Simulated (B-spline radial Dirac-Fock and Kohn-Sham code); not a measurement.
Photoionisation of potassium ions at Ag Kα (22162.9 eV)

Method: a relativistic central-field model (Hartree-Slater potential of the initial state, Latter tail, multipole expansion of the photon field, Dirac-Fock thresholds). Computed with a radial B-spline solver. Cross sections in kb; a dash marks an empty subshell or a threshold above the photon energy.

| ion | configuration | total | 1s | 2s | 2p3/2 | 3s | 3p3/2 |
| --- | --- | --- | --- | --- | --- | --- | --- |
| K⁵⁺ | [Ne] 3s2 3p2 | 0.5037 | 0.458 | 0.0350 | 0.00305 | 0.00540 | 0.000155 |
| K⁶⁺ | [Ne] 3s2 3p1 | 0.5042 | 0.458 | 0.0352 | 0.00306 | 0.00574 | 8.43e-05 |
| K¹¹⁺ | [He] 2s2 2p4 | 0.5025 | 0.460 | 0.0389 | 0.00236 | – | – |
| K¹²⁺ | [He] 2s2 2p3 | 0.5043 | 0.461 | 0.0406 | 0.00187 | – | – |
| K¹⁸⁺ | 1s1 | 0.2390 | 0.239 | – | – | – | – |
